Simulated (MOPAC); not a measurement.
Input file for MOPAC: AM1 on BH5N2O (SMILES NB(N)O), a point of a torsion scan.

```
AM1 1SCF PRECISE CHARGE=0 THREADS=1
BH5N2O

N      0.90193225 1     0.87227458 1    -0.14740507 1
B      0.03247623 1    -0.23404930 1     0.01822074 1
N     -1.36524369 1    -0.05209445 1     0.00981678 1
O      0.50884051 1    -1.52245032 1     0.10612896 1
H      1.90229990 1     0.79741992 1    -0.14890589 1
H      0.57667467 1     1.81729652 1    -0.22264590 1
H     -1.81374827 1     0.81539200 1    -0.21459781 1
H     -1.98692153 1    -0.83802050 1     0.03064837 1
H      1.38258125 1    -1.58717638 1     0.48423943 1
```

The log:

```
*******************************************************************************
 **                                                                           **
 **                              MOPAC v23.2.5                                **
 **                                                                           **
 *******************************************************************************
 ** MOPAC's Digital Object Identifier: https://doi.org/10.5281/zenodo.6511958 **
 **                                                                           **
 ** Please cite the open-source release paper for use of this MOPAC version:  **
 ** J. E. Moussa and J. J. P. Stewart (2026)                                  **
 ** MOPAC: An open-source semiempirical molecular orbital program             **
 ** J. Open Source Softw., 11(119), 8025, https://doi.org/10.21105/joss.08025 **
 *******************************************************************************

                              AM1 CALCULATION RESULTS

 *******************************************************************************
 *  AM1        - The AM1 Hamiltonian to be used
 *
 *
 *
 *                 CHARGE ON SYSTEM = 0
 *
 *
 *
 *  PRECISE    - TIGHTER CRITERIA TO BE USED
 *  1SCF       - DO 1 SCF AND THEN STOP
 *  THREADS=1  - MULTI-THREADING NOT USED
 *  T=         - A TIME OF 172800.0 SECONDS REQUESTED
 *  DUMP=N     - RESTART FILE WRITTEN EVERY 7200.0 SECONDS REQUESTED
 *******************************************************************************
AM1 1SCF PRECISE CHARGE=0 THREADS=1
 BH5N2O

   ATOM   CHEMICAL          X               Y               Z
  NUMBER   SYMBOL      (ANGSTROMS)     (ANGSTROMS)     (ANGSTROMS)

     1       N          0.90193225  *   0.87227458  *  -0.14740507  *
     2       B          0.03247623  *  -0.23404930  *   0.01822074  *
     3       N         -1.36524369  *  -0.05209445  *   0.00981678  *
     4       O          0.50884051  *  -1.52245032  *   0.10612896  *
     5       H          1.90229990  *   0.79741992  *  -0.14890589  *
     6       H          0.57667467  *   1.81729652  *  -0.22264590  *
     7       H         -1.81374827  *   0.81539200  *  -0.21459781  *
     8       H         -1.98692153  *  -0.83802050  *   0.03064837  *
     9       H          1.38258125  *  -1.58717638  *   0.48423943  *



          CARTESIAN COORDINATES

    NO.       ATOM           X           Y           Z

     1         N          0.9019      0.8723     -0.1474
     2         B          0.0325     -0.2340      0.0182
     3         N         -1.3652     -0.0521      0.0098
     4         O          0.5088     -1.5225      0.1061
     5         H          1.9023      0.7974     -0.1489
     6         H          0.5767      1.8173     -0.2226
     7         H         -1.8137      0.8154     -0.2146
     8         H         -1.9869     -0.8380      0.0306
     9         H          1.3826     -1.5872      0.4842

  H: (AM1): M.J.S. DEWAR ET AL, J. AM. CHEM. SOC. 107 3902-3909 (1985)
  B: (AM1): M.J.S. DEWAR ET AL, ORGANOMETALLICS, 7, 513-521 (1988)
  N: (AM1): M.J.S. DEWAR ET AL, J. AM. CHEM. SOC. 107 3902-3909 (1985)
  O: (AM1): M.J.S. DEWAR ET AL, J. AM. CHEM. SOC. 107 3902-3909 (1985)

           Empirical Formula: H5 N2 O B  =     9 atoms



      MOLECULAR POINT GROUP   :   C1


      RHF CALCULATION, NO. OF DOUBLY OCCUPIED LEVELS = 12


 -------------------------------------------------------------------------------
 AM1 1SCF PRECISE CHARGE=0 THREADS=1
 BH5N2O



     1SCF WAS SPECIFIED, SO BFGS WAS NOT USED
     SCF FIELD WAS ACHIEVED


                              AM1 CALCULATION
                                                       MOPAC v23.2.5 Linux




          FINAL HEAT OF FORMATION =       -127.76104 KCAL/MOL =    -534.55218 KJ/MOL


          COSMO AREA              =         94.90 SQUARE ANGSTROMS
          COSMO VOLUME            =         76.64 CUBIC ANGSTROMS

          IONIZATION POTENTIAL    =          9.500469 EV
          HOMO LUMO ENERGIES (EV) =         -9.500  2.532
          NO. OF FILLED LEVELS    =         12
          MOLECULAR WEIGHT        =         59.8623         POINT GROUP:  C1

          MOLECULAR DIMENSIONS (Angstroms)

            Atom       Atom       Distance
            H     8    H     5     4.22291
            H     9    H     7     3.54156
            O     4    H     6     0.41154


          SCF CALCULATIONS        =          1





   ATOM   CHEMICAL          X               Y               Z
  NUMBER   SYMBOL      (ANGSTROMS)     (ANGSTROMS)     (ANGSTROMS)

     1       N          0.90193225  *   0.87227458  *  -0.14740507  *
     2       B          0.03247623  *  -0.23404930  *   0.01822074  *
     3       N         -1.36524369  *  -0.05209445  *   0.00981678  *
     4       O          0.50884051  *  -1.52245032  *   0.10612896  *
     5       H          1.90229990  *   0.79741992  *  -0.14890589  *
     6       H          0.57667467  *   1.81729652  *  -0.22264590  *
     7       H         -1.81374827  *   0.81539200  *  -0.21459781  *
     8       H         -1.98692153  *  -0.83802050  *   0.03064837  *
     9       H          1.38258125  *  -1.58717638  *   0.48423943  *

                             CARTESIAN COORDINATES

   1    N        0.901932250     0.872274580    -0.147405070
   2    B        0.032476230    -0.234049300     0.018220740
   3    N       -1.365243690    -0.052094450     0.009816780
   4    O        0.508840510    -1.522450320     0.106128960
   5    H        1.902299900     0.797419920    -0.148905890
   6    H        0.576674670     1.817296520    -0.222645900
   7    H       -1.813748270     0.815392000    -0.214597810
   8    H       -1.986921530    -0.838020500     0.030648370
   9    H        1.382581250    -1.587176380     0.484239430


           Empirical Formula: H5 N2 O B  =     9 atoms



      MOLECULAR POINT GROUP   :   C1


                  EIGENVALUES
 -37.04440 -33.42080 -31.67856 -20.73023 -18.12473 -16.99561 -15.69016 -14.67875
 -13.72311 -12.81712 -10.73824  -9.50047   2.53159   3.84806   4.25691   4.94074
   6.15136   6.17530   6.49875   8.34944   8.84019


              NET ATOMIC CHARGES AND DIPOLE CONTRIBUTIONS

  ATOM NO.   TYPE          CHARGE      No. of ELECS.   s-Pop       p-Pop
    1          N          -0.490546        5.4905     1.45514     4.03540
    2          B           0.260065        2.7399     1.05460     1.68534
    3          N          -0.451259        5.4513     1.44949     4.00177
    4          O          -0.336213        6.3362     1.83656     4.49965
    5          H           0.194403        0.8056     0.80560
    6          H           0.197393        0.8026     0.80261
    7          H           0.199738        0.8003     0.80026
    8          H           0.204630        0.7954     0.79537
    9          H           0.221789        0.7782     0.77821
 DIPOLE           X         Y         Z       TOTAL
 POINT-CHG.     0.156     0.959     0.167     0.986
 HYBRID         0.419     0.622     0.020     0.750
 SUM            0.575     1.581     0.187     1.693


          ATOMIC ORBITAL ELECTRON POPULATIONS

     Atom    s        px        py        pz
    1  N   1.45514   1.09089   1.11154   1.83298
    2  B   1.05460   0.64195   0.60945   0.43393
    3  N   1.44949   1.09496   1.10620   1.80062
    4  O   1.83656   1.35224   1.36245   1.78496
    5  H   0.80560
    6  H   0.80261
    7  H   0.80026
    8  H   0.79537
    9  H   0.77821

 **********************
 *                    *
 * JOB ENDED NORMALLY *
 *                    *
 **********************




 == MOPAC DONE ==
```

The run finished.

Cost: roughly 0.03 core-seconds.
